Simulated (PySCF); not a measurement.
Species: C7H13FO2.
SMILES with atom numbers: `[CH3:1][O:2][C@@H:3]1[CH2:4][CH2:5][C@H:6]([CH2:7][F:8])[CH2:9][O:10]1`

Definitions: NICS(0) = −σiso at the ring centroid; NICS(1) = −σiso and NICS(1)zz = −σzz at ±1 Å along the ring normal z. Level: GIAO PBE0/pcSseg-1 (PySCF, non-relativistic, gas phase) on the GFN2-xTB geometry, one conformer.

Ring bond lengths (Å), with Mayer bond orders in brackets: C3–C4 1.532 (1.02), C4–C5 1.526 (1.03), C5–C6 1.529 (0.99), C6–C9 1.532 (0.99), C9–O10 1.416 (0.91), O10–C3 1.404 (0.96).

Task: Give the NICS values of each ring in ppm.

Result: 
```json
{"ring": "C3–C4–C5–C6–C9–O10", "type": "6-membered ring with O; formal bonds all single", "NICS(0)": "-2.4", "NICS(1), two faces": "-1.8 / -2.0", "NICS(1)zz, two faces": "2.0 / 3.4", "rms pucker (Å)": "0.23", "centre to ring atoms, mean (Å)": "1.43"}
```

Task: What can be read from them?

Result: 
- C3–C4–C5–C6–C9–O10: mean NICS(1)zz 2.7 ppm, near zero. C3, C4, C5, C6, C9 have four or more neighbours, so the value isn't read as a sign of a π ring current.

Task: What field does 1 T along the ring normal induce along that normal at the first NICS(1) probe listed for ring C3–C4–C5–C6–C9–O10, 1 Å off the ring?

Result: NICSzz × B0 = 2.0 ppm × 1 T = 2 μT, along the applied field.

Task: List the ring angles and the Hirshfeld charges of the ring atoms.

Result: 
- C3–C4–C5–C6–C9–O10: C3 112.0° (+0.107 e), C4 110.0° (-0.081 e), C5 109.1° (-0.071 e), C6 108.5° (-0.042 e), C9 111.8° (-0.007 e), O10 113.1° (-0.147 e); sum 664.5° against 720° for a flat convex ring.

The run took 1.7 min on one thread of an Arm Neoverse N1, shared host, and the process peaked at 0.98 GiB of memory. This is the whole shielding run at PBE0/pcSseg-1, SCF included.
